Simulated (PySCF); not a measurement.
C2H5BrInN (SMILES C=[CH][In]([NH2])[Br]), singlet, geometry from GFN2-xTB (such geometries of metal compounds can be far from the true shape) (all electrons, no relativity).

Input for PySCF:
```python
from pyscf import gto, scf, mcscf
import numpy

mol = gto.Mole()
mol.atom = '''
    In   -0.48376575   -0.08584910   -0.09843543
    Br    1.70855462    0.63398762    0.84601092
    C    -0.54673415   -1.65682894   -1.66717340
    C    -1.67544406   -1.98758832   -2.25891884
    H     0.40037888   -2.11527351   -1.92490678
    H    -1.71461892   -2.74135275   -3.03704608
    H    -2.62042869   -1.52689562   -2.00280450
    N    -2.01079593    1.14285565    0.53032806
    H    -1.82270728    1.55134336    1.44143745
    H    -2.92887289    0.71573138    0.58053096
'''
mol.basis = 'sto-3g'
mol.verbose = 3
mol.build()

mf = scf.RHF(mol)
mf.kernel()
mc = mcscf.CASSCF(mf, 5, 6)
mc.fix_spin_(ss=0.0)
mc = mc.newton()
mc.kernel()
occ = numpy.linalg.eigvalsh(mc.fcisolver.make_rdm1(mc.ci, mc.ncas, mc.nelecas))[::-1]
ss = mc.fcisolver.spin_square(mc.ci, mc.ncas, mc.nelecas)[0]
print('natural occupations', occ.round(4), ' <S^2>', round(ss, 4))
```

What does this run give for the number of basis functions, SCF-reference dipole moment, SCF-reference HOMO energy, natural occupations of the active orbitals, total energy, SCF-reference Mulliken (on the basis functions themselves) charges in atom order?


```json
{
 "number_of_basis_functions": "65",
 "SCF-reference dipole moment": "2.89 D",
 "SCF-reference HOMO energy": "-7.40 eV",
 "natural_occupations_of_the_active_orbitals": "2.00, 1.98, 1.97, 0.03, 0.02",
 "total_energy": "-8359.0890 Eh",
 "SCF-reference Mulliken (on the basis functions themselves) charges in atom order": "In1 0.89, Br2 -0.34, C3 -0.23, C4 -0.14, H5 0.04, H6 0.05, H7 0.04, N8 -0.57, H9 0.13, H10 0.12"
}
```
